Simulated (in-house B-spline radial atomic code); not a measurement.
A run on neutral palladium (an excited or competing configuration) that did not converge. Method: scalar-relativistic (X2C) B97-1, spin-polarised, spherical fractional occupations, Fermi nucleus of rms radius 4.5318 fm; computed with a B-spline radial code for spherical atoms.

Command:
```bash
python run_scf.py task.json out
```
Settings (nuclear radius in fm, mass in u):
```
Z                46
configuration    [Kr] 4d9 5f1
hamiltonian      x2c
method           b97_1
spin_polarised   True
nucleus          fermi
rms_radius       4.5318
atomic_mass      105.90348
speed_of_light   137.035999084
```

First and last ten iterations of the last attempt (damped for 15 steps, keeping 80 % of the old Fock matrix, then DIIS):
```
 iter        energy (Eh)    residual
    1       -5043.142012    4.43e-01
    2       -5042.832831    2.11e-01
    3       -5044.047652    1.29e-01
    4       -5044.552052    7.41e-02
    5       -5044.740632    4.20e-02
    6       -5044.804740    2.50e-02
    7       -5044.825007    1.51e-02
    8       -5044.831141    9.36e-03
    9       -5044.832960    5.97e-03
   10       -5044.833528    3.92e-03
  111       -5044.833904    2.62e-06
  112       -5044.833904    3.41e-06
  113       -5044.833905    1.75e-05
  114       -5044.833904    4.48e-06
  115       -5044.833904    5.09e-06
  116       -5044.833904    5.87e-06
  117       -5044.833904    1.17e-05
  118       -5044.833903    3.45e-05
  119       -5044.833904    1.43e-05
  120       -5044.833904    4.91e-06
 not converged after 120 iterations
```

The smallest residual met was 2.6e-06; the threshold is about 5e-07. Over the last five steps the energy moves by less than 2e-06 hartree, but the orbitals didn't meet the threshold. Time taken, with all properties: 4.1 s on 1 thread of Arm Neoverse V2 (shared host).
